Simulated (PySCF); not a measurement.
Species, as SMILES: [SiH]F (F-SiH) (closed-shell singlet).
Geometry (B3LYP-D3(BJ)/def2-TZVP, fixed):
```xyz
3

Si    -0.2468    -0.3148     0.4521
H     -0.9813    -1.2112    -0.5591
F      0.4929     0.6243    -0.6411
```

Basis-set convergence of the isotropic shielding of H2 at HF with PySCF. GIAO, no density fitting; atoms are numbered in the order shown. All functions are spherical. No added dispersion term, no relativity. Reference: the value in pcSseg-3, 23.60 ppm, itself unsure by roughly 0.03 ppm (its mean distance from pcseg-3, pcSseg-2). Deviations are taken from unrounded values.

```tsv
basis	functions
pcSseg-0	24
pcSseg-1	46
pcSseg-2	93
pcSseg-3	181
```

### Question
Which is the smallest pcSseg set listed that can be trusted to 0.2 ppm here, that is, within that of the reference together with its larger relatives (same family, alike in diffuse functions; a set with none to test it counts only in the reference's own line)?…

### Answer
The smallest set listed that lies within 0.2 ppm of the reference with all its larger relatives (same family, alike in diffuse functions; a set with none counts only in the reference's own line) is pcSseg-2 (93 functions, -0.05 ppm off). Value minus reference: pcSseg-0 -1.95, pcSseg-1 -0.26, pcSseg-2 -0.05, pcSseg-3 0.00 ppm.
